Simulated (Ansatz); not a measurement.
`[CH3][InH][C]#CS` + CH₃OH → `C[O][InH][CH3]` + `C#CS` at 700 K and 1 bar (ligand exchange at the In–C bond).

Calculated with Ansatz (gas phase, PBE0-D4/def2-TZVP geometries, no zero-point term in ΔE). CCSD(T)/CBS is the MP2 limit (def2-TZVPP, def2-QZVPP) plus CCSD(T) − MP2 in def2-TZVPP, frozen cores. This one scheme is used for every species. Elements past krypton have def2 core potentials. For In outer-core shells are correlated without core-valence functions, which leaves a few kJ/mol of doubt a bond. Each species was taken in one conformer, which may not be the lowest.

```
           species  CCSD(T)/CBS energy (Eh)  H − E (kJ/mol)  S (J/(mol·K))
`[CH3][InH][C]#CS`               -704.67541           242.7          531.2
             CH₃OH               -115.61712           170.8          288.5
  `C[O][InH][CH3]`               -345.29152           295.5          488.2
            `C#CS`               -475.00020           113.6          322.8
```

H − E and S are ideal-gas, rigid-rotor, harmonic terms from PBE0-D4/def2-TZVP, for one conformer and one mirror image of each species. 1 Eh = 2625.50 kJ/mol, R = 8.31446 J/(mol·K).

By hand: ΔE, ΔH, ΔS and ΔG.

ΔE = (-345.29152) + (-475.00020) − (-704.67541) − (-115.61712) = 0.00081 Eh = 2.1 kJ/mol. Δ(H − E) = 295.5 + 113.6 − 242.7 − 170.8 = -4.4, so ΔH = -2.3 kJ/mol. ΔS = 488.2 + 322.8 − 531.2 − 288.5 = -8.7 J/(mol·K). ΔG = -2.3 − 700 × (-8.7)/1000 = 3.8 kJ/mol.

By hand: the equilibrium constant, and the temperature at which ΔG would vanish if ΔH and ΔS stayed fixed.

log₁₀ K = −ΔG/(RT ln 10) = -0.3. ΔG = 0 at ΔH/ΔS = 264 K, though so small a ΔH makes that figure unsure.

TΔS isn't small against ΔH here. The sign of ΔG lies within the doubt. A doubt of 5 kJ/mol in ΔE shifts log₁₀ K by 0.4 here. Other conformers and mirror images would add mixing entropy, several J/(mol·K) or more a flexible species. Modes under 60 cm⁻¹, often nearly free rotors, make the harmonic entropy too high. These are equilibria of isolated gas molecules and say nothing of rates. Largest T1 diagnostic: 0.015 (customary marks: 0.02 for closed shells, 0.045 for open ones).
